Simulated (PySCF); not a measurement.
Species: C6H6BF2N.
SMILES with atom numbers: `[CH3:1][c:2]1[cH:3][cH:4][c:5]([B:6]([F:7])[F:8])[n:9][cH:10]1` (hydrogens: H11, H12, H13 on C1; H14 on C3; H15 on C4; H16 on C10)

Computed by this run: PySCF 2.14.0, PBE0-D3(BJ)/def2-SVP geometry optimisation, gas phase; density fitting, grid level 2; the optimiser is geomeTRIC in internal coordinates, started from a GFN2-xTB structure.

The end geometry, which sets the zero of energy:
```
atom  x, y, z in Å
C1     -2.6488   -0.1332    0.2069
C2     -1.1561   -0.0551    0.1228
C3     -0.4110   -0.8799   -0.7203
C4      0.9725   -0.7353   -0.7684
C5      1.5872    0.2367    0.0298
B6      3.1342    0.4380    0.0012
F7      3.7406    1.3561    0.7189
F8      3.8922   -0.3300   -0.7668
N9      0.8741    1.0307    0.8488
C10    -0.4380    0.8815    0.8886
H11    -2.9993   -0.0073    1.2420
H12    -3.1149    0.6665   -0.3924
H13    -3.0254   -1.0935   -0.1721
H14    -0.9131   -1.6328   -1.3347
H15     1.5796   -1.3693   -1.4186
H16    -0.9835    1.5426    1.5749
```

**Question.** These geometries come from the run, each turned onto the end geometry. Order them by energy, lowest first.
A.
```
atom  x, y, z in Å
C1     -2.6454   -0.0958    0.1675
C2     -1.1506   -0.0723    0.1421
C3     -0.4043   -0.9130   -0.6828
C4      0.9816   -0.7921   -0.7057
C5      1.5960    0.1780    0.0935
B6      3.1268    0.4609   -0.0255
F7      3.7082    1.4317    0.6432
F8      3.8532   -0.2143   -0.9040
N9      0.8855    0.9619    0.9240
C10    -0.4292    0.8331    0.9418
H11    -3.0361    0.0302    1.1888
H12    -3.0534    0.7309   -0.4393
H13    -3.0432   -1.0350   -0.2433
H14    -0.9090   -1.6510   -1.3148
H15     1.5893   -1.4341   -1.3492
H16    -0.9792    1.4967    1.6240
```
B.
```
atom  x, y, z in Å
C1     -2.6512   -0.1450    0.2085
C2     -1.1634   -0.0506    0.1203
C3     -0.4184   -0.8695   -0.7185
C4      0.9570   -0.7237   -0.7632
C5      1.5768    0.2457    0.0348
B6      3.1282    0.4318    0.0075
F7      3.7897    1.3197    0.7140
F8      3.8967   -0.3237   -0.7604
N9      0.8505    1.0324    0.8405
C10    -0.4534    0.8861    0.8765
H11    -2.9837   -0.0222    1.2372
H12    -3.1084    0.6466   -0.3859
H13    -3.0037   -1.1015   -0.1698
H14    -0.9102   -1.6146   -1.3286
H15     1.5599   -1.3477   -1.4044
H16    -0.9764    1.5522    1.5519
```
C.
```
atom  x, y, z in Å
C1     -2.6515   -0.1266    0.1958
C2     -1.1575   -0.0598    0.1282
C3     -0.4099   -0.8870   -0.7101
C4      0.9739   -0.7432   -0.7515
C5      1.5891    0.2280    0.0470
B6      3.1316    0.4642   -0.0208
F7      3.7670    1.3587    0.7010
F8      3.8759   -0.3125   -0.7931
N9      0.8731    1.0232    0.8627
C10    -0.4390    0.8714    0.9011
H11    -3.0149   -0.0029    1.2267
H12    -3.1033    0.6801   -0.4052
H13    -3.0320   -1.0812   -0.1936
H14    -0.9098   -1.6401   -1.3261
H15     1.5830   -1.3815   -1.3954
H16    -0.9857    1.5250    1.5937
```

**Answer.** C (0.008 eV), A (0.022 eV), B (0.047 eV).

In the order of the answer:

```tsv
step	E above end (eV)	largest force (eV/Å)	rms force component (eV/Å)	rms distance from end (Å)	rms bond change (Å)	bond most changed (Å)
2	0.008	0.42	0.080	0.023	0.000	C5–B6 +0.002
1	0.022	0.32	0.067	0.088	0.001	C1–C2 -0.002
0	0.047	0.70	0.237	0.025	0.009	C10–H16 -0.015
```

What follows is the cost of the whole optimisation. Time: 2.0 min of wall time; peak memory 0.80 GiB. Hardware: Arm Neoverse V1, one thread, on a shared host.
